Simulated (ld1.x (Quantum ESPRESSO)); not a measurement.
**Before and after: TM potential for tin**

```
Element                 : Sn
Generator               : ld1.x (Quantum ESPRESSO) 7.5
Type                    : norm-conserving Troullier–Martins (Kleinman–Bylander form)
Functional              : PBE
Relativity              : scalar-relativistic
Frozen core             : [Kr]
Valence charge          : 14
Reference configuration : 4d10 5s1 5p3
Partial waves           : 5s (bound): rc 1.60 bohr; 5p (bound): rc 2.50 bohr; 4d (bound): rc 1.45 bohr
Local potential         : the d channel
Core correction         : Bessel-smoothed model core inside 0.85 bohr
```

Change: wave 5p (bound): rc 2.50 bohr becomes 5p (bound): rc 1.94 bohr.

Cutoffs: the cutoffs (Ry, on a coarse ladder) from which the occupation-weighted sum of valence levels, in a spherical-Bessel basis at the reference potential, stays within 10 and 1 mRy of its value at 400 Ry; they do not see the model core or the augmentation charge, which bear on the density cutoff. Errors are all-electron minus pseudo energies relative to the spin-unpolarised reference configuration.

Problem. How do hardness, ghosts and transferability respond?

Solution. The potential gets neither clearly harder nor softer (90 Ry and 140 Ry → 90 Ry and 140 Ry); both files keep a bound ghost (p, s); of the 7 tests that both files solve, the error grows in 0 and shrinks in 3 by more than 15 % and 0.3 meV (median size 16.5 → 11.4 meV). Less of the atom is replaced, so other configurations are described better.

```tsv
quantity	base	changed
cutoff, loose	90 Ry	90 Ry
cutoff, tight	140 Ry	140 Ry
loose cutoff by channel (10 mRy a level)	s 30 Ry, p 6 Ry, d 70 Ry	s 30 Ry, p 25 Ry, d 70 Ry
bound ghosts	s, p	s, p
error for 4d10 5s2 5p2, meV [ΔE -6.98 eV]	-1.4	-0.5
error for 4d10 5s2 5p1, meV [ΔE -0.10 eV]	-6.0	-3.8
error for 4d10 5s2 5p0, meV [ΔE 13.85 eV]	-17	-11
error for 4d9 5s2 5p3, meV [ΔE 17.49 eV]	-195	-195
error for 4d9 5s2 5p2, meV [ΔE 25.71 eV]	-143	-153
error for 4d10 5s1 5p2, meV [ΔE 7.55 eV]	-1.5	-1.6
error for 4d10 5s0 5p0, meV [ΔE 85.95 eV]	-53	-55
```

 A true bound ghost makes a file unfit for plane-wave use even where its test errors are small: the radial tests pick states by their node count and pass the ghost by.
